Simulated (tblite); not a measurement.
Compound: C₅H₇FNP.
InChI=1S/C5H7FNP/c1-4-8-5(6)7(2)3/h1H,2-3H3

Computed values, GFN2-xTB/tblite, gas phase, harmonic and unscaled. This tight-binding method is rough: wavenumbers can miss measured ones by several per cent, in bad cases by 10 to 20.

Harmonic wavenumbers (cm⁻¹): 71.4, 78.2, 90.7, 119.2, 129.6, 204.7, 226.5, 280.7, 311.7, 350.0, 433.3, 442.0, 458.8, 614.3, 645.7, 687.7, 707.6, 952.5, 1052.8, 1086.5, 1110.8, 1146.7, 1200.7, 1281.1, 1402.9, 1412.9, 1443.3, 1458.3, 1466.8, 1479.1, 1493.9, 2173.9, 2915.1, 2922.5, 2978.2, 2992.8, 3029.9, 3051.5, 3372.3.

A = 3699, B = 1105, C = 862.8 MHz; mass 131.030 u (most abundant isotopes); point group C1, symmetry number 1.

Problem. Zero-point energy?

Solution. ½Σν̃ = 23638 cm⁻¹ = 282.78 kJ/mol.

Problem. What is S at 400 K and 1 bar for an ideal gas of classical rigid rotors and harmonic oscillators?

Solution. Translation 175.77, rotation 124.59, vibration 165.51: S = 465.9 J/(mol K).

Problem. And Cp and H(400 K) − H(0)?

Solution. Cp = 180.71 J/(mol K), of which vibrations give 147.45 (their classical limit is 39 R = 324.3); H(400 K) − H(0) = 46.68 kJ/mol without the zero-point energy, 33.38 from vibrations.

Problem. Blend soft modes into free rotors: weight 1/[1 + (100 cm⁻¹/ν̃)⁴] for the oscillator and the rest for a rotor with moment μB/(μ + B), μ = h/(8π²ν), B = 10⁻⁴⁴ kg m². What vibrational entropy results?

Solution. 153.91 J/(mol K) in place of 165.51, which changes −T·S at 400 K by +4.64 kJ/mol.

Problem. How do the functions run with temperature in this model?

Solution. 
| T (K) | S (J/(mol K)) | Cp (J/(mol K)) | H − H(0) (kJ/mol) | G − H(0) (kJ/mol) | ln q(vib) |
| --- | --- | --- | --- | --- | --- |
| 150 | 329.5 | 105.1 | 10.40 | -39.02 | 3.09 |
| 250 | 391.3 | 138.6 | 22.65 | -75.18 | 5.93 |
| 298.15 | 417.0 | 152.9 | 29.67 | -94.65 | 7.23 |
| 600 | 547.8 | 224.0 | 87.41 | -241.29 | 14.62 |
| 900 | 647.4 | 266.8 | 161.54 | -421.15 | 20.91 |

q(vib) and H(0) count from the zero-point level.

Problem. What must be added to the electronic energy to get the Gibbs energy at 400 K and 1 bar?

Solution. ZPE + [H(400 K) − H(0)] − T·S = 282.78 + 46.68 − 186.34 = 143.12 kJ/mol.

Problem. Which modes carry the vibrational entropy at 400 K?

Solution. 71.4 cm⁻¹: 19.64; 78.2 cm⁻¹: 18.89; 90.7 cm⁻¹: 17.66; 119.2 cm⁻¹: 15.42; 129.6 cm⁻¹: 14.74; 204.7 cm⁻¹: 11.05 J/(mol K); the other 33 give 68.11 together.

Hindered rotation and anharmonicity are outside this model. The structure is chiral; the term R ln 2 for an equal mix with its mirror image is left out.

Shape of the structure used: `[CH:1]#[C:2]/[P:3]=[C:4](\[F:5])[N:6]([CH3:7])[CH3:8]`: P3–C4–N6–C7 6°.
